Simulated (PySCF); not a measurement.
Isomers of C4H10OSi2, from PySCF 2.14.0, PBE0-D3(BJ)/def2-SVP geometry optimisation, gas phase. One conformer each, no zero-point energy, no frequencies.

Question: Which is lowest in electronic energy at this level?
A. `[SiH3:1][O:2][C@@H:3]1[CH:4]=[CH:5][CH2:6][SiH2:7]1` with Si1–O2–C3–C4 -163°: A = 3886, B = 1069, C = 887.6 MHz, dipole 1.15 D
B. `[SiH3:1][O:2][SiH:3]1[CH2:4][CH:5]=[CH:6][CH2:7]1` with Si1–O2–Si3–C4 -109°, O2–Si3–C4–C5 105°, Si3–C4–C5–C6 9°, C5–C6–C7–Si3 -9°, O2–Si3–C7–C6 -104°: A = 3266, B = 1102, C = 1035 MHz, dipole 0.75 D
C. `[CH3:1][O:2][C:3]([SiH3:4])=[C:5]=[CH:6][SiH3:7]` with C1–O2–C3–Si4 -179°: A = 2216, B = 957.2, C = 725.0 MHz, dipole 1.22 D

Answer: B. That is `[SiH3]O[SiH]1CC=CC1`, 45.4 kcal/mol below the next.

| SMILES | mapped SMILES | E (Eh) | relative (kcal/mol) | relative (kJ/mol) | dipole (D) |
| --- | --- | --- | --- | --- | --- |
| [SiH3]O[SiH]1CC=CC1 | [SiH3:1][O:2][SiH:3]1[CH2:4][CH:5]=[CH:6][CH2:7]1 | -811.86143 | 0.0 | 0.0 | 0.75 |
| [SiH3]O[C@@H]1C=CC[SiH2]1 | [SiH3:1][O:2][C@@H:3]1[CH:4]=[CH:5][CH2:6][SiH2:7]1 | -811.78900 | 45.4 | 190.2 | 1.15 |
| COC([SiH3])=C=C[SiH3] | [CH3:1][O:2][C:3]([SiH3:4])=[C:5]=[CH:6][SiH3:7] | -811.70302 | 99.4 | 415.9 | 1.22 |

As drawn, the lowest has an Si–O bond, which the highest lacks; the highest has cumulated double bonds, which the lowest lacks.
